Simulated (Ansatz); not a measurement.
Consider the redistribution: `[OH][GeH2][NH][SiH](O)Cl` + `O[SiH2]N[SiH3]` → `[OH][GeH2][NH][SiH3]` + `O[SiH2]N[SiH](O)Cl`.

Gas-phase electronic energies from Ansatz, PBE0-D4/def2-TZVP geometries. CCSD(T)/CBS is the MP2 limit (def2-TZVPP, def2-QZVPP) plus CCSD(T) − MP2 in def2-TZVPP, frozen cores. DFT in def2-TZVPP. B3LYP here is the variant with VWN-RPA as its local correlation; programs differ in this. For Ge outer-core shells are correlated without core-valence functions, which leaves a few kJ/mol of doubt a bond. Scalar relativity is left out up to krypton. Each species was taken in one conformer, which may not be the lowest.

**Question.** Is it downhill or uphill in electronic energy at CCSD(T)/CBS, and by how much? (Best estimate.)

**Answer.** Ansatz gave: Uphill: ΔE = +11.4 kJ/mol.

**Question.** What do these levels give: PBE0-D4, B3LYP-D4, r2SCAN, PBE0, B3LYP, HF/def2-TZVPP, CCSD/def2-TZVPP, CCSD(T)/def2-TZVPP, HF/def2-QZVPP, HF/CBS(def2), MP2/CBS(def2), CCSD/CBS(def2)? (Best estimate.)

**Answer.** The calculation gave: PBE0-D4 11.6, B3LYP-D4 12.4, r2SCAN 11.3, PBE0 11.0, B3LYP 11.2, HF/def2-TZVPP 7.2, CCSD/def2-TZVPP 10.6, CCSD(T)/def2-TZVPP 11.3, HF/def2-QZVPP 7.2, HF/CBS(def2) 7.2, MP2/CBS(def2) 11.4, CCSD/CBS(def2) 10.7 kJ/mol.

Largest T1 diagnostic among the species: 0.012.

In def2-TZVPP, CCSD(T) changes the Hartree–Fock value by +4.0 kJ/mol (the triples alone add +0.7 kJ/mol) and MP2 by +4.1 kJ/mol.
